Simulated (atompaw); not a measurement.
**Which change was made? (Eu, PAW (atompaw))**

Eu, PAW, made with atompaw 4.2.0.5 (PBE, scalar-relativistic). Core [Kr] 4d10 4f6, reference 5s2 5p6 5d1.5 6s1.5 6p0. Waves: 5s (bound): rc 2.20 bohr; 6s (bound): rc 2.80 bohr; 5p (bound): rc 2.15 bohr; 6p (bound, empty): rc 2.80 bohr; 5d (bound): rc 2.80 bohr; 5d channel at 3.25 Ry: rc 2.80 bohr. Local part: bessel scheme, radius 2.00 bohr. Core correction: smooth core density matched at 1.65 bohr. Augmentation charge: sinc compensation charge, radius 2.25 bohr; PAW radius 2.80 bohr; waves and projectors: custom polynom2 7 10 vanderbiltortho.

Cutoffs, loose and tight: the cutoffs (Ry, on a coarse ladder) from which the occupation-weighted sum of valence levels, in a spherical-Bessel basis at the reference potential, stays within 10 and 1 mRy of its value at 400 Ry. They see the waves, projectors and local potential, not the compensation charge or the core.

The base gives: outcome: generated; cutoff, loose: 18 Ry; cutoff, tight: 35 Ry; bound ghosts: s.

(1) After one change the result is: outcome: generated; cutoff, loose: 25 Ry; cutoff, tight: 55 Ry; bound ghosts: none. Which change was it?
A. all radii scaled by about 1.23 (s 2.70, p 2.64, d 3.44 bohr); local potential bessel scheme, radius 2.46 bohr; augmentation sinc compensation charge, radius 2.76 bohr; PAW radius 3.44 bohr; waves and projectors: custom polynom2 7 10 vanderbiltortho; core correction smooth core density matched at 2.04 bohr
B. wave 6s (bound): rc 2.80 bohr becomes 6s (bound): rc 2.28 bohr
C. functional PBEsol
D. augmentation sinc compensation charge, radius 2.25 bohr; PAW radius 2.80 bohr; waves and projectors: custom rrkj vanderbiltortho

Results:

(1) A. The others give: wave 6s (bound): rc 2.80 bohr becomes 6s (bound): rc 2.28 bohr → outcome: generated; cutoff, loose: 15 Ry; cutoff, tight: 35 Ry; bound ghosts: none | augmentation sinc compensation charge, radius 2.25 bohr; PAW radius 2.80 bohr; waves and projectors: custom rrkj vanderbiltortho → outcome: generated; cutoff, loose: 18 Ry; cutoff, tight: 30 Ry; bound ghosts: none | functional PBEsol → outcome: generated; cutoff, loose: 15 Ry; cutoff, tight: 35 Ry; bound ghosts: s.
